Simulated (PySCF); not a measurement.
# Reading the logs of faulty runs: AlGeH2O2 anion

Calculated results; nothing here was measured. The program is PySCF 2.14.0, an open-source quantum chemistry code, run on an isolated molecule that a program drew, which may never have been made. The molecule is AlGeH2O2 anion (charge -1, singlet), drawn as the SMILES string `[O]=[Al][GeH-][OH]`.

Each row is a Hartree-Fock (HF) and frozen-core CCSD(T) single point in the aug-cc-pV(D+d)Z basis, meant for a local HF minimum. Run 1 is clean. Each other run has one planted mistake out of seven kinds, and not every kind appears here: one electron removed, one electron added, multiplicity raised by two, geometry at a saddle point, minimal basis STO-3G, one bond length entered in bohr, all coordinates scaled. The reference is restricted for singlets and unrestricted otherwise, and also for a bond in bohr. Adding or removing an electron swaps singlet and doublet. Electrons count all cores. HOMO and LUMO are orbital energies over both spins, the gradient is its largest component, and the lowest frequency (negative if imaginary) is given only where the gradient is small. Bond lengths are over the 5 bonds as drawn. T1 is the CCSD diagnostic: over 0.02 (restricted) or 0.045 (unrestricted) a single reference is doubtful. Germanium has the aug-cc-pVDZ-PP basis, with a core potential (ECP10MDF) in place of its 10 inner electrons, and its 3s, 3p and 3d shells are frozen in CCSD(T).

Geometry of the clean run:
```xyz
6
AlGeH2O2 anion, angstrom
O     0.0641    0.8600   -0.3491
Al   -0.9276   -0.3205    0.0852
Ge   -2.3691   -2.4955    0.7659
O    -2.9060   -1.9820    2.4817
H    -3.6260   -1.8963   -0.0431
H    -3.4759   -1.2332    2.4925
```

```
run  electrons  basis functions  <S^2>  HOMO (eV)  LUMO (eV)  gradient (hartree/bohr)  lowest frequency (cm^-1)  mean bond (Å)  longest bond (Å)      T1  HF (hartree)  CCSD(T) (hartree)                          mistake
  1         64              128  0.000      -3.60       3.43                  1.6e-05                        84         1.7439             2.697  0.0251    -686.26560         -686.89368                         no fault
  2         64              128  0.000      -4.44       2.41                  1.7e-02                         -         2.0766             3.533  0.0485    -686.15181         -686.79418  one bond length entered in bohr
  3         64              128  0.000      -3.67       3.42                  9.9e-03                         -         1.7613             2.724  0.0256    -686.26507         -686.89551           all coordinates scaled
  4         64              128  0.000      -1.77       3.29                  5.8e-05                      -497         1.6393             2.293  0.0236    -686.21432         -686.83738       geometry at a saddle point
  5         63              128  0.828     -10.43      -1.82                  4.6e-02                         -         1.7439             2.697  0.0346    -686.16846         -686.77167                                ?
  6         64              128  2.024      -0.97       3.12                  2.2e-02                         -         1.7439             2.697  0.0399    -686.18412         -686.79936                                ?
```

**Which mistake was planted in run 5, and what did it cost?**

It counts 63 electrons, one fewer than the clean run, at the same geometry and basis. So the mistake is: one electron removed. Subtracting run 1 and multiplying by 627.51 kcal/mol a hartree, the energy moved by 61.0 kcal/mol in HF and 76.6 kcal/mol in CCSD(T).

**Which mistake was planted in run 6, and what did it cost?**

Electrons, basis and geometry are unchanged, and <S^2> is 2.024, beside S(S+1) = 2.00 for a multiplicity of 3. So the mistake is: multiplicity raised by two. Subtracting run 1 and multiplying by 627.51 kcal/mol a hartree, the energy moved by 51.1 kcal/mol in HF and 59.2 kcal/mol in CCSD(T).

Cautions from the logs. Run 1: T1 is over the limit, so its CCSD(T) energy is less reliable; run 2: T1 is over the limit, so its CCSD(T) energy is less reliable; run 3: T1 is over the limit, so its CCSD(T) energy is less reliable; run 4: T1 is over the limit, so its CCSD(T) energy is less reliable.
